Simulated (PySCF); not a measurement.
This PySCF input asks for the NMR shieldings of SMILES C=CC[C@H]1CC[SiH2]C1, C₇H₁₄Si; the geometry comes from PBE0-D3(BJ)/def2-SVP.

```python
import basis_set_exchange as bse
import numpy as np
from pyscf import gto, dft
from pyscf.prop import nmr

atoms = """
C     3.393116   -0.133780   -1.009802
C     2.504463   -0.866838   -0.338079
C     1.699583   -0.402481    0.832636
C     0.188476   -0.466530    0.596618
C    -0.619031   -0.096699    1.848457
C    -2.115305   -0.094483    1.505114
Si   -2.153047    0.611547   -0.259629
C    -0.288085    0.432656   -0.558424
H     3.942516   -0.543642   -1.861559
H     3.606475    0.903211   -0.729764
H     2.321806   -1.900932   -0.660936
H     1.982249    0.631771    1.096092
H     1.942552   -1.030197    1.709956
H    -0.069205   -1.513219    0.340139
H    -0.385878   -0.778867    2.683360
H    -0.309165    0.912935    2.176117
H    -2.505764   -1.126131    1.486961
H    -2.720483    0.463497    2.234889
H    -2.619817    2.032443   -0.327025
H    -3.001611   -0.192676   -1.194555
H     0.188428    1.425903   -0.473579
H    -0.007844    0.035209   -1.544773
"""
names = dict.fromkeys(["C", "Si", "H"], "pcSseg-1")
basis = {el: gto.basis.parse(bse.get_basis(n, elements=[el], fmt="nwchem")) for el, n in names.items()}
mol = gto.M(atom=atoms, basis=basis, charge=0, verbose=0)
mf = dft.RKS(mol, xc="GGA_XC_KT2")
mf.grids.level = 2
mf.grids.alignment = dft.numint.BLKSIZE   # the property module wants whole blocks of grid points
mf.conv_tol = 1e-9
mf.kernel()

calc = nmr.RKS(mf)   # GIAO
sigma = calc.kernel()   # uncoupled for a functional without exact exchange
for i, s in enumerate(sigma):   # ppm
    print("%2d %-2s %9.2f" % (i, mol.atom_pure_symbol(i), np.trace(s) / 3))
```

**Question.** What does it print?

**Answer.** 
```
 0 C      69.64
 1 C      44.81
 2 C     135.36
 3 C     136.96
 4 C     143.82
 5 C     172.83
 6 Si    388.73
 7 C     167.17
 8 H      26.10
 9 H      26.00
10 H      25.38
11 H      29.74
12 H      28.39
13 H      29.82
14 H      29.17
15 H      30.31
16 H      30.28
17 H      30.03
18 H      26.93
19 H      26.91
20 H      31.13
21 H      29.93
```

These numbers come from an equivalent density-fitted implementation of the same equations, which agrees with the script to about 0.01 ppm for H and up to a few tenths of a ppm for heavy atoms, so last digits may differ.

**Question.** Turn these shieldings into chemical shifts. Referencing at the same level of theory: 13C (σref 183.22) and 29Si (σref 361.05) and 1H (σref 31.18) vs TMS.

**Answer.** Averaging equivalent atoms: C 1: 138.4; C 0: 113.6; C 2: 47.9; C 3: 46.3; C 4: 39.4; C 7: 16.0; C 5: 10.4; Si 6: -27.7; H 10: 5.80; H 9: 5.18; H 8: 5.08; H 19: 4.26; H 18: 4.25; H 12: 2.79; H 14: 2.01; H 11: 1.44; H 13: 1.36; H 21: 1.25; H 17: 1.15; H 16: 0.89; H 15: 0.87; H 20: 0.05 ppm. 

Size and cost of the density-fitted run: 213 basis functions, 64 s wall time on 1 thread of an Arm Neoverse V1, shared host; peak memory 0.9 GiB.
